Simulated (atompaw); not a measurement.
# Pseudopotential generation for Br: PAW (atompaw), LDA (PW92), scalar-relativistic.

The input file (atompaw 4.2.0.5):

```
Br 35
LDA-PW scalarrelativistic loggrid 1500 logderivrange -3 5 201
4 4 3 0 0 0
4 1 5
0 0 0
c
c
c
v
c
c
v
c
1
1.60 1.45 1.50 1.40
y
-0.7
n
y
4.5
n
custom polynom vanderbiltortho besselshape
2 -0.5 troulliermartins
1.60
1.60
1.60
1.60
PWSCFOUT
UPFDX 0.0125d0 UPFXMIN -7.d0 UPFZMESH 35.d0
END
```

Command:

```bash
atompaw < Br.input > Br.log
```

Output (summary file):

```
[... start of the log left out ...]
   4  1      5.0000000E+00 -5.8817178E-01

 Total energy
   Total                    :    -5206.23116930997367
   Valence                  :     -197.52783160675074

 PAW parameters:
       lmax =            1
         rc =    1.6060328437860341
        irc =         1039
   rc_shape =    1.4506639161843333
    rc_vloc =    1.5007076379299709
    rc_core =    1.4022887205950398
   Vloc: Norm-conserving Troullier-Martins with l= 2;e=  -5.0000E-01
   Projector type: polynomial pseudization + Vanderbilt ortho.
   Bessel compensation charge shape zeroed at   1.4507E+00

 Number of basis functions     4
 No.   n  nodes  l      Energy         Cp coeff         Occ
  1    4    3    0   -0.1493497E+01 -0.3996450E+02  0.2000000E+01
  2  999    4    0   -0.7000000E+00 -0.1265722E+02  0.0000000E+00
  3    4    2    1   -0.5881718E+00 -0.5119369E+01  0.5000000E+01
  4  999    3    1    0.4500000E+01  0.6690792E-02  0.0000000E+00

 Eigenvalues of overlap operator (in the basis of projectors):
    1       -6.24008732E-01
    2       -1.78309244E-02
    3        4.20841997E+01
    4        5.16685546E+02

The overlap operator has at least one negative eigenvalue!
It might be not positive definite...
Program is stopping.
This probably means that your projectors are too similar
or that your PAW basis is incomplete.
Advice: try to change your input parameters (f.i. : reference energies).
```

The run stopped because the overlap operator built from these waves and projectors is not positive definite.

The run took about 3.2 s on one core of a shared server CPU.
